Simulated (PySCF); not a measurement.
From one molecule to another.

First species: C7H4OS.
SMILES with atom numbers: `[CH:1]#[C:2][c:3]1[cH:4][c:5](=[S:6])[cH:7][cH:8][o:9]1` (hydrogens: H10 on C1; H11 on C4; H12 on C7; H13 on C8)

Structure used (PBE0-D3(BJ)/def2-SVP), in Å, numbered top down from 1:
```
atom  x, y, z in Å
C1     3.5208    0.0295    0.1091
C2     2.3096   -0.0029    0.1266
C3     0.8878   -0.0151    0.1492
C4     0.1113    1.0980    0.2502
C5    -1.3303    1.0161    0.2679
S6    -2.3054    2.3433    0.3945
C7    -1.8286   -0.3391    0.1659
C8    -0.9806   -1.3842    0.0699
O9     0.3557   -1.2576    0.0605
H10    4.5958    0.0545    0.0931
H11    0.5895    2.0751    0.3197
H12   -2.9051   -0.5132    0.1678
H13   -1.2849   -2.4287   -0.0094
```

Second species: WO2Cl2 (singlet state).
Cartesian coordinates in Å at the PBE0-D3(BJ)/def2-SVP level; atoms count from 1:
```
atom  x, y, z in Å
W1     0.0606   -0.0008    0.0495
O2     0.0826   -0.0306    1.7409
O3     1.6795    0.0104   -0.4387
Cl4   -0.9166    1.9276   -0.6398
Cl5   -0.9062   -1.9068   -0.7119
```

Levels: CAM-B3LYP/def2-SVPD for dipole moment, HOMO energy, LUMO energy, HOMO–LUMO gap and static isotropic polarisability; TDDFT CAM-B3LYP/def2-SVPD for lowest singlet excitation; PBE0-D3(BJ)/def2-SVP for rotational constant A and rotational constant C. Geometries: PBE0-D3(BJ)/def2-SVP. All species are isolated and taken at one optimised geometry (atoms past krypton carry core potentials, spin–orbit coupling is left out). Electronic properties by PySCF.

(1) Which of the two has the higher static isotropic polarisability, and by how much?

(2) Which has the higher dipole moment?

(3) Which of the two has the higher rotational constant C, and by how much?

(4) Which of the two has the higher S1 energy, and by how much?

(5) Which has the higher rotational constant A?

(6) Which has the higher HOMO energy?

(7) Which of the two has the higher HOMO–LUMO gap, and by how much?

(8) Which of the two has the higher LUMO energy, and by how much?

Results:

(1) The first: 120.1 au against 70.1 au, a difference of 50.0 au.

(2) The first: 4.61 D against 1.85 D, a difference of 2.76 D.

(3) The second: 1.317 GHz against 0.693 GHz, a difference of 0.624 GHz.

(4) The second: 4.91 eV against 2.43 eV, a difference of 2.48 eV.

(5) The first: 2.987 GHz against 2.734 GHz, a difference of 0.253 GHz.

(6) The first: -7.52 eV against -11.36 eV, a difference of 3.84 eV.

(7) The second: 8.90 eV against 5.92 eV, a difference of 2.98 eV.

(8) The first: -1.60 eV against -2.46 eV, a difference of 0.86 eV.

On the first: The polarisability is 17.79 Å³ as a volume (1 au = 0.148185 Å³), or 1.72 au for each of the 70 electrons.

On the second: The polarisability is 10.38 Å³ as a volume (1 au = 0.148185 Å³). Point group C2v permits a dipole; with 1.85 D the species has a pure rotational spectrum. Atoms past krypton carry effective core potentials; spin–orbit coupling is left out.
